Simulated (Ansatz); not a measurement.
Geometry optimisation, UKS PBE0-D4/STO-3G in Ansatz 0.2.0.

Input file:

```yaml
crystal:
  periodic: [false, false, false]
  atoms:
    - { symbol: "N", position_ang: [-0.2912, -2.5836, 0.7598] }
    - { symbol: C, position_ang: [-0.1688, -1.8079, -0.2983] }
    - { symbol: Si, position_ang: [0.5998, -0.1186, -0.1338] }
    - { symbol: Si, position_ang: [1.5818, 0.4042, -2.2164] }
    - { symbol: C, position_ang: [-0.553, 1.2248, 0.3102] }
    - { symbol: Si, position_ang: [-1.1799, 0.9129, 2.032] }
    - { symbol: H, position_ang: [-0.96528, -2.38498, 0.1715] }
    - { symbol: H, position_ang: [-0.4406, -2.1268, -1.3049] }
    - { symbol: H, position_ang: [1.7831, -0.1177, 0.8769] }
    - { symbol: H, position_ang: [2.4992, -0.6333, -2.6068] }
    - { symbol: H, position_ang: [2.1473, 1.7312, -2.1657] }
    - { symbol: H, position_ang: [0.4202, 0.4245, -3.1894] }
    - { symbol: H, position_ang: [-1.4351, 1.3026, -0.3992] }
    - { symbol: H, position_ang: [-0.0779, 2.216, 0.3165] }
    - { symbol: H, position_ang: [-0.0775, 0.7372, 3.02] }
    - { symbol: H, position_ang: [-2.0895, -0.2344, 2.0766] }
    - { symbol: H, position_ang: [-1.9755, 2.0946, 2.4644] }
magnetization:
  spin_polarized: true
basis:
  gaussian: { orbitals: STO-3G }
hamiltonian:
  xc: pbe0
  dispersion: d4
relax:
  f_tol: 0.02
  max_steps: 50
```

Launched with:

```bash
$ ansatz run input.yaml --threads 1 --pin off --max-ram 2048MiB --backend cpu --events-out ev --progress --plain --runs-dir out
```

Q: Where does it end, and by what steps?

A: The forces met the threshold. The force dipped under the threshold on the way, but the program's further checks kept it going. Limits of this set-up: minimal basis. After 32 steps the energy has fallen by 6.815 eV; H7 moved furthest, 1.19 Å. The start is strongly strained (largest force component 18 eV/Å), so its close contacts needn't be bonds. Parted: C2–H7.

```json
{"step": "0", "energy less start (eV)": "0.0000", "largest force component (eV/Å)": "17.616", "accepted": "yes"}
{"step": "2", "energy less start (eV)": "-4.9307", "largest force component (eV/Å)": "5.086", "accepted": "yes"}
{"step": "4", "energy less start (eV)": "-6.5493", "largest force component (eV/Å)": "1.742", "accepted": "yes"}
{"step": "6", "energy less start (eV)": "-6.7753", "largest force component (eV/Å)": "0.546", "accepted": "yes"}
{"step": "8", "energy less start (eV)": "-6.7884", "largest force component (eV/Å)": "0.086", "accepted": "yes"}
{"step": "10", "energy less start (eV)": "-6.7906", "largest force component (eV/Å)": "0.041", "accepted": "yes"}
{"step": "12", "energy less start (eV)": "-6.7925", "largest force component (eV/Å)": "0.297", "accepted": "yes"}
{"step": "14", "energy less start (eV)": "-6.8068", "largest force component (eV/Å)": "0.079", "accepted": "yes"}
{"step": "16", "energy less start (eV)": "-6.8094", "largest force component (eV/Å)": "0.036", "accepted": "yes"}
{"step": "18", "energy less start (eV)": "-6.8101", "largest force component (eV/Å)": "0.198", "accepted": "no"}
{"step": "20", "energy less start (eV)": "-6.8130", "largest force component (eV/Å)": "0.043", "accepted": "yes"}
{"step": "22", "energy less start (eV)": "-6.8132", "largest force component (eV/Å)": "0.214", "accepted": "yes"}
{"step": "24", "energy less start (eV)": "-6.8140", "largest force component (eV/Å)": "0.050", "accepted": "yes"}
{"step": "26", "energy less start (eV)": "-6.8142", "largest force component (eV/Å)": "0.072", "accepted": "no"}
{"step": "28", "energy less start (eV)": "-6.8144", "largest force component (eV/Å)": "0.047", "accepted": "yes"}
{"step": "30", "energy less start (eV)": "-6.8145", "largest force component (eV/Å)": "0.020", "accepted": "yes"}
{"step": "32", "energy less start (eV)": "-6.8145", "largest force component (eV/Å)": "0.006", "accepted": "yes"}
```

```xyz
17
Properties=species:S:1:pos:R:3
N 0.145 -2.725 0.345
C -0.308 -1.647 -0.242
Si 0.671 -0.047 -0.179
Si 1.567 0.374 -2.200
C -0.485 1.329 0.361
Si -1.289 1.046 2.026
H -0.574 -3.506 0.172
H -1.269 -1.635 -0.797
H 1.711 -0.210 0.812
H 2.498 -0.659 -2.587
H 2.274 1.633 -2.193
H 0.541 0.451 -3.212
H -1.266 1.461 -0.395
H 0.074 2.270 0.390
H -0.282 0.895 3.048
H -2.094 -0.151 1.990
H -2.138 2.160 2.374
```

Whether the end is a true minimum wasn't checked by a vibrational analysis.

Run time: 8.6 min on 1 thread of AMD EPYC (Zen 3), on a shared host, peak memory 0.23 GiB.
